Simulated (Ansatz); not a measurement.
Reaction (formal exchange of groups at the Si–O bond): `NC[SiH](N)O` + CH₄ → `C[SiH](N)CN` + H₂O

Calculated with Ansatz (gas phase, PBE0-D4/def2-TZVP geometries, no zero-point term in ΔE). CBS: MP2 limit from def2 TZ/QZ plus the TZ coupled-cluster correction, frozen cores. This one scheme is used for every species. One conformer a species, not always the lowest.

| species | CCSD(T)/CBS(def2) energy (Eh) |
| --- | --- |
| `NC[SiH](N)O` | -516.61203 |
| CH₄ | -40.46206 |
| `C[SiH](N)CN` | -480.65115 |
| H₂O | -76.37941 |

Task: Work out ΔE.

Result: ΔE = (-480.65115) + (-76.37941) − (-516.61203) − (-40.46206) = 0.04353 Eh = +114.3 kJ/mol.

Largest T1 diagnostic among the species: 0.010.

The D4 term adds −4.3 kJ/mol with B3LYP and −2.6 kJ/mol with PBE0; it sums over pairs of atoms, weighted by their polarisabilities, and B3LYP, whose exchange is more repulsive, gets the larger term. In def2-TZVPP, CCSD(T) changes the Hartree–Fock value by −17.4 kJ/mol (the triples alone add −1.8 kJ/mol) and MP2 by −16.6 kJ/mol.

B3LYP here is the variant with VWN-RPA as its local correlation; programs differ in this.
